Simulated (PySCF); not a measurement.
## Spinor energies of W³⁸⁺ (tungsten, charge +38)

Start: [Kr]. Calculated with PySCF 2.14 in an even-tempered Gaussian basis (16 s from 4.3 bohr⁻², ratio 2.8; 14 p from 5.6 bohr⁻², ratio 2.8; 8 d from 10 bohr⁻², ratio 2.8; 4 f from 28 bohr⁻², ratio 3): generalised Hartree-Fock with the X2C-1e Hamiltonian and a Gaussian nucleus; one run each with spin-orbit coupling (SO) switched off, then screened by Boettger's factors.

| spinor shell | electrons | ε, spin-free (eV) | ε, screened SO (eV) | weight of nominal j (screened SO) | rms radius, screened SO (bohr) |
| --- | --- | --- | --- | --- | --- |
| 1s1/2 | 2 | -71588.0 | -71566.9 | 1.000 | 0.0208 |
| 2s1/2 | 2 | -13894.8 | -13888.1 | 1.000 | 0.0838 |
| 2p1/2 | 2 | -12368.4 | -13335.9 | 1.000 | 0.0712 |
| 2p3/2 | 4 | -12368.4 | -11976.3 | 1.000 | 0.0786 |
| 3s1/2 | 2 | -4505.3 | -4503.0 | 1.000 | 0.212 |
| 3p1/2 | 2 | -4042.2 | -4260.4 | 1.000 | 0.203 |
| 3d3/2 | 4 | -3515.0 | -3553.9 | 1.000 | 0.191 |
| 3d5/2 | 6 | -3515.0 | -3487.2 | 1.000 | 0.195 |
| 4s1/2 | 2 | -2028.4 | -2027.6 | 1.000 | 0.446 |
| 4p1/2 | 2 | -1852.1 | -1919.8 | 1.000 | 0.444 |
| 4p3/2 | 4 | -1852.1 | -1823.9 | 1.000 | 0.468 |

Task: Where does 3p3/2 lie, and what is the 3p spin-orbit splitting (screened SO)?

Result: At -3951.8 eV, 308.61 eV above 3p1/2.

| quantity | spin-free | screened SO |
| --- | --- | --- |
| E (hartree) | -15258.74414 | -15277.92933 |
| M_J | 0 | 0 |
| ⟨J²⟩ | 0.000 | 0.000 |
| ⟨L²⟩ | 0.000 | 0.081 |
| ⟨S²⟩ | 0.000 | 0.081 |

Breit and QED terms are absent; they matter most for the inner s and p1/2 levels.

Densities and radii are taken from the X2C orbitals without a picture-change correction, which distorts them close to the nucleus.

Without spin-orbit coupling the j labels of p, d and f shells carry no meaning; the spin-free column gives the mean over the occupied spinors of each nl shell.
